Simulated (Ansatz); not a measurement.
Cartesian coordinates (Å):
```xyz
6

N      2.4162     0.0117    -0.0231
C      1.2642     0.0061    -0.0121
Si    -0.5868    -0.0028     0.0056
H     -1.0162    -0.6628     1.2519
H     -1.0385     1.3996    -0.0414
H     -1.0390    -0.7517    -1.1809
```
Charge +1, spin multiplicity 2.

These are frozen-core CCSD(T)/cc-pVTZ // B3LYP-D3(BJ)/def2-TZVP (Ansatz, an electronic-structure program) values and carry that method's errors. The geometry is that of the parent before the electron was removed.

```json
{
 "HF energy": "-382.62538 Ha",
 "MP2 correlation energy": "-0.38904 Ha"
}
```

Task: Estimate the CCSD correlation energy, the (T) correction, the total energy and the T1 diagnostic.

Result: 
```
Property                        Result
-----------------------  -------------
CCSD correlation energy    -0.43451 Ha
(T) correction             -0.01920 Ha
CCSD(T) total energy     -383.07909 Ha
T1 diagnostic                    0.052
```
